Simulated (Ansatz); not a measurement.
Gas-phase electronic energies from Ansatz, PBE0-D4/def2-TZVP geometries. CBS: MP2 limit from def2 TZ/QZ plus the TZ coupled-cluster correction, frozen cores. Functionals use def2-TZVPP. Elements past krypton have def2 core potentials. For Sn outer-core shells are correlated without core-valence functions, which leaves a few kJ/mol of doubt a bond. One conformer a species, not always the lowest.

Reaction (substitution at a C–O bond): `C[O][Sn]([F])([F])[O]C` + `S[SiH]1CC1` → `CS[SiH]1CC1` + `C[O][Sn]([OH])([F])[F]`

`C[O][Sn]([F])([F])[O]C`:

Cartesian coordinates in Å:
```
C 1.438 -1.967 0.763
O 1.073 -0.631 1.077
Sn 0.682 0.645 -0.313
F 0.991 2.366 0.422
F 1.892 0.360 -1.746
O -1.090 0.615 -1.069
C -2.172 1.272 -0.426
H 2.280 -2.014 0.066
H 0.598 -2.530 0.343
H 1.737 -2.442 1.700
H -1.953 2.324 -0.216
H -3.022 1.226 -1.109
H -2.453 0.776 0.509
```

`S[SiH]1CC1`:

Cartesian coordinates in Å:
```
S -0.637 -2.193 0.967
Si 0.534 -0.596 0.208
C -0.224 0.679 -0.885
C -0.050 1.105 0.593
H -0.473 -2.988 -0.104
H 1.984 -0.863 0.106
H 0.400 1.193 -1.610
H -1.245 0.543 -1.225
H -0.966 1.233 1.162
H 0.677 1.886 0.789
```

`CS[SiH]1CC1`:

Z-matrix (Å, degrees):
```
C
S 1 1.819
H 1 1.090 2 106.6
H 1 1.089 2 110.9 3 118.8
H 1 1.090 2 111.2 3 -118.4
Si 2 2.109 1 100.4 3 178.8
C 6 1.846 2 120.4 1 85.9
C 6 1.841 2 117.7 1 143.2
H 6 1.480 2 115.6 1 -66.8
H 7 1.086 6 119.3 2 -150.7
H 7 1.085 6 119.2 2 -5.0
H 8 1.085 6 119.3 2 144.5
H 8 1.085 6 119.0 2 -0.4
```

`C[O][Sn]([OH])([F])[F]`:

Cartesian coordinates in Å:
```
C -0.944 -0.559 1.390
O -1.202 0.024 0.121
Sn 0.223 0.320 -1.131
O 1.695 1.293 -0.348
F 0.915 -1.303 -1.841
F -0.522 1.240 -2.605
H -1.883 -0.533 1.946
H -0.624 -1.602 1.301
H -0.191 -0.001 1.957
H 2.534 1.121 -0.788
```

**Question.** Is it downhill or uphill in electronic energy at CCSD(T)/CBS, and by how much? (An estimate is asked.)

**Answer.** The calculation gave: Downhill: ΔE = -11.7 kcal/mol.

**Question.** What do these levels give: PBE-D4, BLYP-D4, B2PLYP, r2SCAN0, CCSD/def2-SVP, MP2/CBS(def2)? (An estimate is asked.)

**Answer.** The calculation gave: PBE-D4 -11.8, BLYP-D4 -10.5, B2PLYP -10.9, r2SCAN0 -11.7, CCSD/def2-SVP -6.3, MP2/CBS(def2) -13.5 kcal/mol.

**Question.** What do rigid-rotor, harmonic-oscillator terms from PBE0-D4/def2-TZVP frequencies (298.15 K, 1 bar) make of the CCSD(T)/CBS value? (Best estimate.)

**Answer.** Ansatz gave: ΔZPE = +0.8 kcal/mol, ΔH = -10.9 kcal/mol, ΔS = 3 J/(mol·K), ΔG = -11.1 kcal/mol. Modes under 50 cm⁻¹ make the entropy rough.

Largest T1 diagnostic among the species: 0.015.

At CCSD(T), def2-SVP lies +5.2 kcal/mol from the extrapolated value and def2-TZVPP +0.8 kcal/mol. Leaving LDA and LC-ωPBE aside and taking each functional with its dispersion term where it has one, the values, not all of them listed here, spread over 2.1 kcal/mol, from revPBE-D4 to CAM-B3LYP-D4.
